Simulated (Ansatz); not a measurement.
`BCC(C)=O` → `BCC=O` + `[CH2]` (triplet) at 500 K and 1 bar (formal loss of a carbene).

Program: Ansatz. Geometries: PBE0-D4/def2-TZVP. ΔE: electronic, gas phase. CCSD(T)/CBS adds triple-zeta CCSD(T) − MP2 to the extrapolated MP2 energy (def2 sets, frozen cores). This one scheme is used for every species. Triplets are unrestricted, without spin–orbit coupling. Each species was taken in one conformer, which may not be the lowest.

```tsv
species	CCSD(T)/CBS energy (Eh)	H − E (kJ/mol)	S (J/(mol·K))
`BCC(C)=O`	-218.31379	292.7	394.4
`BCC=O`	-179.04215	208.9	342.3
`[CH2]` (triplet)	-39.09499	62.7	213.9
```

H − E and S are ideal-gas, rigid-rotor, harmonic terms from PBE0-D4/def2-TZVP, for one conformer and one mirror image of each species, with the whole ground term of open shells counted as degenerate. 1 Eh = 2625.50 kJ/mol, R = 8.31446 J/(mol·K).

**Question.** By hand: ΔE, ΔH, ΔS and ΔG.

**Answer.** ΔE = (-179.04215) + (-39.09499) − (-218.31379) = 0.17665 Eh = 463.8 kJ/mol. Δ(H − E) = 208.9 + 62.7 − 292.7 = -21.1, so ΔH = 442.7 kJ/mol. ΔS = 342.3 + 213.9 − 394.4 = 161.8 J/(mol·K). ΔG = 442.7 − 500 × (161.8)/1000 = 361.8 kJ/mol.

**Question.** By hand: the equilibrium constant, and the temperature at which ΔG would vanish if ΔH and ΔS stayed fixed.

**Answer.** log₁₀ K = −ΔG/(RT ln 10) = -37.8. ΔG = 0 at ΔH/ΔS = 2736 K, far beyond where these terms or the molecules hold.

The number of gas molecules changes by +1, which sets the sign of ΔS. A doubt of 5 kJ/mol in ΔE shifts log₁₀ K by 0.5 here. Other conformers and mirror images would add mixing entropy, several J/(mol·K) or more a flexible species. A triplet takes part, so the spin changes. These are equilibria of isolated gas molecules and say nothing of rates. Largest T1 diagnostic: 0.014 (customary marks: 0.02 for closed shells, 0.045 for open ones).
